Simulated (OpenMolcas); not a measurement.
**Os VI: effect of the active space**

- Program: OpenMolcas
- Method: CASSCF or its RAS form
- Basis: ANO-RCC-VQZP
- Scalar Hamiltonian: DKH2, point nucleus
- Spin-orbit coupling: RASSI with atomic mean-field integrals over the reference wave functions, term energies averaged over their components

A. 3 electrons in 5 orbitals (5d); 2S+1 = 4 even, 10 roots; 2S+1 = 2 even, 40 roots; cost about 19 core-seconds
B. 9 electrons in 8 orbitals (RAS1 5p, at most 2 holes; RAS2 5d); 2S+1 = 4 even, 10 roots; 2S+1 = 2 even, 40 roots; cost of the order of 40 core-seconds
C. 3 electrons in 10 orbitals (5d 6d); 2S+1 = 4 even, 10 roots; 2S+1 = 2 even, 40 roots; cost about 28 core-seconds

Energies in cm-1 above 5d3 4F 3/2, the measured ground level; measured values from the list in Brasseur, Palmeri and Quinet, Atoms 13, 11 (2025).

| Level | A | B | C | Measured |
| --- | --- | --- | --- | --- |
| 5d3 4F 3/2 | 0.0 | 0.0 | 0.0 | 0.0 |
| 5d3 4F 5/2 | 5888 | 6305 | 5930 | 6397 |
| 5d3 4F 7/2 | 11086 | 11687 | 11126 | 11444 |
| 5d3 4F 9/2 [67 %] | 14955 | 15631 | 14987 | 14678 |
| 5d3 4P 1/2 [73 %] | 19293 | 18866 | 19181 | 16772 |
| 5d3 2G 7/2 | 24679 | 25309 | 24514 | 22920 |
| 5d3 2H 9/2 [56 %] | 25414 | 26526 | 25242 | 24028 |
| 5d3 4P 5/2 | 26811 | 26691 | 26855 | 24828 |
| 5d3 2P 1/2 [73 %] | 32364 | 31881 | 32242 | 28860 |
| 5d3 2H 11/2 | 34414 | 35983 | 34346 | 32156 |
| 5d3 2D 5/2(1) | 37831 | 37457 | 37689 | 34418 |
| 5d3 2G 9/2 [55 %] | 38721 | 40047 | 38695 | 37019 |
| 5d3 2P 3/2 [58 %] | 43758 | 43210 | 43613 | 40203 |
| 5d3 2F 5/2 | 45234 | 45174 | 45007 | 39601 |
| 5d3 2F 7/2 | 45676 | 45867 | 45461 | 40447 |
| 5d3 2D 3/2(2) | 67856 | 66078 | 67081 |  |
| 5d3 2D 5/2(2) | 68229 | 66383 | 67628 | 61005 |

Deviations, from unrounded energies. A percentage is the sum of absolute deviations over the sum of measured energies, with the sign that they share, or ± where signs differ.

```json
{"Against measurement": "mean absolute deviation (cm-1)", "Levels": "15", "A": "2800", "B": "2800", "C": "2600"}
{"Against measurement": "fine structure of the ground term (%)", "Levels": "3", "A": "±3.5", "B": "±4.0", "C": "±3.4"}
{"Against measurement": "other terms of the ground configuration (%)", "Levels": "12", "A": "+10.0", "B": "+10.2", "C": "+9.5"}
```

A, C lie about equally close to measurement and B furthest from it. The largest miss of C in the table is 5d3 2D 5/2(2), by +6600 cm-1. The ranking rests on the paired levels alone, and a cruder setting can come out closer through cancelling errors.

Among A to C the level of the table that moves most is 5d3 2D 5/2(2), by 1800 cm-1 (lowest in B, highest in A).

Without dynamic correlation excited terms often stand tens of per cent too high (terms of higher spin than the ground term too low), and those without a measured partner can miss by more than the paired ones. Active for correlation alone: 5p; no level in the range computed is led by a configuration that opens it, so any true level of that kind is missing (holds for B). Active for correlation alone: 6d; no level in the range computed is led by a configuration that fills it, so any true level of that kind is missing (holds for C). Computed and measured levels are paired by configuration, term and J; levels that our copy of the source lacks, or whose pairing is in doubt (as where it misses far off the trend of its configuration), stay unpaired and out of the deviations. Only configurations of the active space appear. The table leaves out levels that lie high or whose names do not pair safely across all columns.

A share in square brackets marks a mixed level and gives the weight of the term that names it, the lowest over the columns. A number in round brackets counts repeated terms of one configuration in the order of the reference energies.
